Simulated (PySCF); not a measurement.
Polarisability and C₆ of Re²⁺ (rhenium, charge +2)

[Xe] 4f14 5d5, high-spin 6S determinant. Calculation: PySCF 2.14, in def2-QZVPPD with the def2 core potential (60 electrons); scalar relativity through the core potential. Coupled (time-dependent) response in atomic units; α is the mean over directions.

| method | mean α (bohr³) | C₆ (like pair) | S(−4) |
| --- | --- | --- | --- |
| BLYP | 12.50 | 77.55 | 56.20 |
| BP86 | 12.55 | 78.21 | 55.27 |

S(−4) is the Cauchy moment in α(ω) = α(0) + S(−4) ω² + …

α(iu) at BP86:

| u (hartree) | α(iu) (bohr³) |
| --- | --- |
| 0 | 12.55 |
| 0.0500 | 12.41 |
| 0.100 | 12.03 |
| 0.200 | 10.84 |
| 0.300 | 9.521 |
| 0.500 | 7.351 |
| 0.750 | 5.526 |
| 1.00 | 4.307 |
| 1.50 | 2.819 |
| 2.00 | 1.975 |
| 3.00 | 1.104 |
| 5.00 | 0.4727 |

A single London oscillator, α(iu) = α/(1 + u²/ω²), gives C₆ = (3/4) ω α². Matching the computed C₆ needs ω = 4 × 78.21 / (3 × 12.55²) = 0.662 hartree.

For an ion, C₆ is the dispersion term alone; charge-induced terms of lower order in 1/R come first.

Energies and moments cover only the electrons outside the core potential. Spin-orbit coupling, which splits the p, d and f shells strongly at this Z, is absent.
